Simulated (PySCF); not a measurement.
Assignment exercise: C$_{9}$H$_{13}$N

Mapped SMILES: `[H]/[N:2]=[CH:3]/[C@@H:4]1[CH2:5][C@@H:6]2[CH:7]=[CH:8][C@H:9]1[CH2:10][CH2:11]2`. Each H is labelled by its parent atom. Ha(C5), Ha(C10), Ha(C11) are cis to C3 on the ring; Hb(C5), Hb(C10), Hb(C11) are trans to C3 on the ring.

Level of theory: GFN2-xTB geometry, PBE0/pcSseg-1 with gauge-including orbitals, in PySCF 2.14.0 with density-fitted response routines (relativity neglected, one computed conformer, no solvent model).

Shifts are taken against calculated references (same method and geometry level): 13C, 1H vs TMS.

(1) Assign these signals to the numbered atoms. 13C{1H} NMR (computed): δ 182.4, 144.2, 141.6, 52.1, 37.9, 33.6, 32.4, 28.6, 27.6.

(2) Assign these signals to the numbered atoms. 1H NMR (600 MHz, computed): δ 10.45 (br s, 1H), 7.85 (d, 1H), 6.73 (m, 1H), 6.58 (m, 1H), 2.57 (m, 1H), 2.54 (m, 1H), 2.47 (m, 1H), 1.87 (m, 1H), 1.68 (m, 1H), 1.54 (m, 1H), 1.33 (m, 1H), 1.28 (m, 1H), 1.16 (m, 1H).

Results:

(1) 
182.4 → C3, C=N carbon
144.2 → C7, alkene CH: as expected for a trigonal carbon in a double bond
141.6 → C8, alkene CH
52.1 → C4, sp3 CH in a ring: aliphatic region, no heteroatom directly attached
37.9 → C9, allylic sp3 CH: a saturated carbon with 3 carbon neighbours and no heteroatom attached
33.6 → C6, allylic sp3 CH
32.4 → C5, sp3 CH2 in a ring: saturated and bonded to C and H only
28.6 → C10, sp3 CH2 in a ring
27.6 → C11, sp3 CH2 in a ring

C6 and C5; C10 and C11 lie closer than the usual error of such a calculation, so a measured spectrum could show them in the other order.

(2) 
```tsv
δ (ppm)	atoms	environment	reason
10.45	H(N2)	hydrogen on an imine nitrogen	exchangeable; this is the value without hydrogen bonding to other molecules
7.85	H(C3)	hydrogen on a C=N carbon	–
6.73	H(C7)	hydrogen on an alkene CH	olefinic region
6.58	H(C8)	hydrogen on an alkene CH	–
2.57	H(C6)	hydrogen on an allylic sp3 CH	allylic position
2.54	H(C9)	hydrogen on an allylic sp3 CH	–
2.47	H(C4)	hydrogen on an sp3 CH in a ring	–
1.87	Hb(C5)	hydrogen on an sp3 CH2 in a ring	–
1.68	Hb(C10)	hydrogen on an sp3 CH2 in a ring	–
1.54	Hb(C11)	hydrogen on an sp3 CH2 in a ring	–
1.33	Ha(C10)	hydrogen on an sp3 CH2 in a ring	–
1.28	Ha(C11)	hydrogen on an sp3 CH2 in a ring	–
1.16	Ha(C5)	hydrogen on an sp3 CH2 in a ring	–
```

H(C6) and H(C9); H(C9) and H(C4); Ha(C10) and Ha(C11); Ha(C11) and Ha(C5) lie closer than the usual error of such a calculation, so a measured spectrum could show them in the other order.

Exchangeable OH/NH protons stand at their gas-phase positions; hydrogen bonding in a real sample shifts them, mostly to higher δ. Shifts are as computed. Against solution values, carbons near 30 ppm lie about +3 ppm off and those near 130 ppm about +5 ppm. Of 1211 compounds with measured shifts, 218 miss one by over three times the rms of a fit or turn the order of signals round; such compounds aren't used in these exercises. No couplings were computed; multiplicities are counted from neighbouring protons, with m where these are inequivalent, close in shift, in a saturated or five-membered ring or joined by F or P, and br s for small geminal =CH2 splittings.
